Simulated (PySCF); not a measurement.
Gas-phase reaction: 3 WOCl₄ + 6 Cl → 3 WCl₆ + O₃

Method: PySCF energies (xtb for GFN2) plus ideal-gas RRHO corrections (1 bar). † marks an energy on the PBE0/def2-TZVP geometry and frequencies; other levels use their own. MP2 freezes the core. Open shells (unrestricted): Cl (multiplicity 2, electronic degeneracy 6); the rest are closed-shell singlets. GFN2 has no spin-polarisation term. Spin-orbit splitting is ignored; it lowers the true energy and changes the entropy of Cl. W: scalar-relativistic def2 core potential, no spin-orbit coupling. MP2 isn't extrapolated to the basis-set limit; its ΔH°(298 K) is -109.3 kJ in def2-SVP and -235.0 kJ in def2-TZVPP. The harmonic model lacks anharmonicity and excited electronic states, which grow with temperature; levels with a mode under 35 cm⁻¹ are left out. Strong static correlation: O₃. Soft modes under 120 cm⁻¹ make the harmonic entropy rough for WOCl₄, WCl₆.

```tsv
level	ΔE electronic, kJ	ΔH°(298 K), kJ	ΔS°(298 K), J/K	ΔG°(1200 K), kJ
GFN2-xTB	-928	-920	-662	-129
M06-2X/def2-TZVP†	-167	-161	-680	653
MP2/def2-TZVPP†	-241	-235	-680	578
PBE/def2-SVP	-496	-491	-683	326
PBE0/def2-SVP†	-306	-300	-680	513
r2SCAN/def2-TZVP†	-381	-375	-680	438
LDA/def2-TZVP†	-795	-789	-680	24
```
ΔH° is lowest at GFN2-xTB and highest at M06-2X/def2-TZVP†. No reference value is set beside these.
